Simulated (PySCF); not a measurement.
## Core binding energy against partial charge

C2H13NOSi3.
Bonds: C1–N2, N2–C3, N2–Si4, Si4–Si5, Si5–O6, O6–Si7. Hydrogens: H8, H9, H10 on C1; H11, H12, H13 on C3; H14, H15 on Si4; H16, H17 on Si5; H18, H19, H20 on Si7.

Binding energies: PySCF 2.14.0, delta-SCF UKS SCAN, pcX-2 on the ionised atom, pcseg-1 elsewhere, spin-free X2C. Charges: PBE0/pcSseg-1 ground-state density, for the ionised atom.

| atom | environment | Si 1s (eV) | Mulliken (e) | IAO (e) | Hirshfeld (e) | ESP (e) |
| --- | --- | --- | --- | --- | --- | --- |
| Si4 | SiH2 silicon | 1846.14 | +0.461 | +0.573 | +0.271 | +0.232 |
| Si5 | oxygen-bound silicon | 1846.81 | +0.585 | +0.695 | +0.310 | +0.322 |
| Si7 | oxygen-bound silicon | 1847.36 | +0.735 | +0.856 | +0.389 | +0.560 |

Task: Give the correlation coefficient and slope of binding energy on charge for each scheme.

Result: Mulliken: r = 0.99, slope 4.4 eV per e; IAO: r = 0.99, slope 4.3 eV per e; Hirshfeld: r = 0.97, slope 9.8 eV per e; ESP: r = 0.95, slope 3.4 eV per e. On 3 points no scheme stands out.

Task: The point-charge model writes a binding energy as kq + V + constant, with V the potential of the other atoms' charges at the site. What does it give with the Hirshfeld charges?

Result: V = Σ 14.40 eV Å × q/r over all other atoms: -2.46 eV at Si4, -3.00 eV at Si5, -4.15 eV at Si7. Fitting binding energy − V to q gives k = 24.2 eV per e and leaves an rms residual of 0.11 eV, against 0.12 eV for the fit on q alone. The model has no term for differences in relaxation between sites.

The structure is a single PBE0-D3(BJ)/def2-SVP conformer in the gas phase; no vibrational or solvent corrections.

Conformer computed: `[CH3:1][N:2]([CH3:3])[SiH2:4][SiH2:5][O:6][SiH3:7]`: C1–N2–Si4–Si5 -45°, N2–Si4–Si5–O6 -175°, Si4–Si5–O6–Si7 178°.
